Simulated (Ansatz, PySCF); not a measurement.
Process, species as SMILES: CC(F)(F)F [1,1,1-trifluoroethane] -> [CH2]C(F)(F)F + H atom (the C-H bond at the site shown breaks; other sites are not compared here)
Structures are relaxed separately at B3LYP-D3(BJ)/def2-TZVP in Ansatz (a program for electronic structure), one conformer each, not searched for the lowest.
Geometry of the first species:
```xyz
8

C     -1.4757    -0.0186     0.0562
C      0.0246     0.0003    -0.0009
F      0.5756    -0.1412     1.2237
F      0.5104    -0.9973    -0.7704
F      0.4930     1.1584    -0.5135
H     -1.8076    -0.9670     0.4743
H     -1.8219     0.7996     0.6848
H     -1.8753     0.0980    -0.9493
```
Charge 0, spin multiplicity 1.

Quantity: bond dissociation energy (enthalpy at 298 K, with B3LYP-D3(BJ) rigid-rotor harmonic-oscillator terms from PySCF), in kJ/mol. Valence correlation only, unless marked. Open shells are spin-unrestricted. No spin-orbit coupling. No relativistic terms. CBS marks a two-point X^-3 extrapolation of the correlation energy; Hartree-Fock from the larger set (for Q and 5 zeta extrapolated as (X+1)exp(-9√X)).

```json
[
 {"level": "SVWN5/def2-TZVPD", "program": "Ansatz", "bond dissociation energy (kJ/mol)": "479.6"},
 {"level": "r2SCAN/def2-TZVPD", "program": "Ansatz", "bond dissociation energy (kJ/mol)": "419.6"},
 {"level": "r2SCAN-D3(BJ)/def2-TZVPD", "program": "Ansatz + dftd3", "bond dissociation energy (kJ/mol)": "420.0"},
 {"level": "PBE0/def2-SVP", "program": "Ansatz", "bond dissociation energy (kJ/mol)": "[?]"},
 {"level": "PBE0-D4/def2-TZVPD", "program": "Ansatz + dftd4", "bond dissociation energy (kJ/mol)": "427.1"},
 {"level": "BHLYP-D3(BJ)/def2-TZVPD", "program": "Ansatz + dftd3", "bond dissociation energy (kJ/mol)": "430.0"},
 {"level": "BHLYP-D4/def2-TZVPD", "program": "Ansatz + dftd4", "bond dissociation energy (kJ/mol)": "429.4"},
 {"level": "r2SCANh/def2-TZVPD", "program": "Ansatz", "bond dissociation energy (kJ/mol)": "420.2"},
 {"level": "SCS-MP2/6-31G", "program": "Ansatz", "bond dissociation energy (kJ/mol)": "397.1"},
 {"level": "CCSD/cc-pVDZ", "program": "Ansatz", "bond dissociation energy (kJ/mol)": "[?]"},
 {"level": "CCSD/cc-pV5Z", "program": "Ansatz", "bond dissociation energy (kJ/mol)": "439.6"},
 {"level": "CCSD(T) with core electrons/cc-pwCVTZ", "program": "Ansatz", "bond dissociation energy (kJ/mol)": "440.1"},
 {"level": "CCSD(T)/CBS(cc-pVQZ,cc-pV5Z)", "program": "Ansatz", "bond dissociation energy (kJ/mol)": "444.3"}
]
```

**Question.** Complete the blanks.

**Answer.** 
- PBE0/def2-SVP, bond dissociation energy (kJ/mol): 428.5
- CCSD/cc-pVDZ, bond dissociation energy (kJ/mol): 422.7
